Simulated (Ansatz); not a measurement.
Consider the ligand exchange at a Ga–C bond: `[CH3][Ga]([Cl])[Cl]` + CH₃SH → `C[S][Ga]([Cl])[Cl]` + CH₄.

Program: Ansatz. Geometries: PBE0-D4/def2-TZVP. ΔE: electronic, gas phase. CCSD(T)/CBS is the MP2 limit (def2-TZVPP, def2-QZVPP) plus CCSD(T) − MP2 in def2-TZVPP, frozen cores. This one scheme is used for every species. Functionals use def2-TZVPP. B3LYP here is the variant with VWN-RPA as its local correlation; programs differ in this. For Ga outer-core shells are correlated without core-valence functions, which leaves a few kJ/mol of doubt a bond. Scalar relativity is left out up to krypton. One conformer a species, not always the lowest.

| level | ΔE (kJ/mol) |
| --- | --- |
| B3LYP-D4 | -93.6 |
| BHLYP-D4 | -95.4 |
| MP2/def2-TZVPP | -92.6 |
| CCSD/CBS(def2) | -86.4 |

(1) What does CCSD(T)/CBS give? (An estimate is asked.)

Largest T1 diagnostic among the species: 0.011.

## Answers

(1) Ansatz gave: -88.8 kJ/mol. The listed levels differ from it by -4.8, -6.6, -3.8, 2.4 kJ/mol.

Leaving LDA and LC-ωPBE aside and taking each functional with its dispersion term where it has one, the values, not all of them listed here, spread over 8.7 kJ/mol, from B97M-V to ωB97X-V. At CCSD(T), def2-SVP lies −6.4 kJ/mol from the extrapolated value and def2-TZVPP −0.0 kJ/mol. The D4 term adds −7.7 kJ/mol with B3LYP and −4.3 kJ/mol with PBE0; it sums over pairs of atoms, weighted by their polarisabilities, and B3LYP, whose exchange is more repulsive, gets the larger term.
